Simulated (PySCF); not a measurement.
# Simulated characterisation data

Non-relativistic, one computed conformer, equivalent nuclei averaged, no solvent. GFN2-xTB geometry; NMR shieldings at PBE0/pcSseg-1/GIAO; PySCF.

Referencing at the same level of theory: 1H (σref 31.72), 13C (σref 186.93) vs TMS. Splittings of carbon signals by F and P are missing where no couplings were computed. Where no couplings were computed, multiplicities follow the n + 1 count of equivalent neighbours, and m marks all less simple cases (inequivalent or close neighbours, rings, F or P nearby). Shifts are as computed. Against solution values, carbons near 30 ppm lie about +3 ppm off and those near 130 ppm about +5 ppm. Of 1211 compounds with measured shifts, 218 miss one by over three times the rms of a fit or turn the order of signals round; such compounds aren't used in these exercises.

**1.** `CCCc1ccno1`, C6H9NO. 1H NMR (400 MHz, computed): δ 8.26 (m, 1H), 6.18 (m, 1H), 2.99 (t, 2H), 1.68 (m, 2H), 0.84 (t, 3H). 13C{1H} NMR (computed): δ 182.7, 154.5, 106.5, 32.4, 29.3, 15.0.

**2.** `CCOCO/C(F)=C/F`, C5H8F2O2. 1H NMR (400 MHz, computed): δ 6.64 (m, 1H), 5.56 (s, 2H), 3.82 (q, 2H), 1.36 (t, 3H). 13C{1H} NMR (computed): δ 165.5, 127.6, 97.0, 70.3, 17.3.
